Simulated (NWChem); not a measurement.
Species: CHClF₂; SMILES FC(F)Cl

```xyz
5

F     -0.1420    -1.0287     1.0790
C      0.3633    -0.4407     0.0000
F     -0.1420    -1.0287    -1.0790
Cl    -0.0638     1.2759     0.0000
H      1.4607    -0.5296     0.0000
```
Atoms are numbered in this order, from 1.

Geometry: optimised at PBE0/def2-SVP.

Symmetry labels are those of Cs in the frame above (b1 and b2, or b-type labels, depend on it).

### Question
List the 4 lowest vertical singlet excitations from PBE0/def2-SVPD, TDA (NWChem).

### Answer
| state | energy (eV) | oscillator strength | symmetry | leading excitation (squared amplitude) |
|---|---|---|---|---|
| S1 | 8.05 | 0.008 | a' | HOMO → LUMO (0.95) |
| S2 | 8.11 | 0.000 | a" | HOMO−1 → LUMO (0.96) |
| S3 | 9.24 | 0.047 | a' | HOMO → LUMO+1 (0.96) |
| S4 | 9.31 | 0.052 | a" | HOMO−1 → LUMO+1 (0.97) |
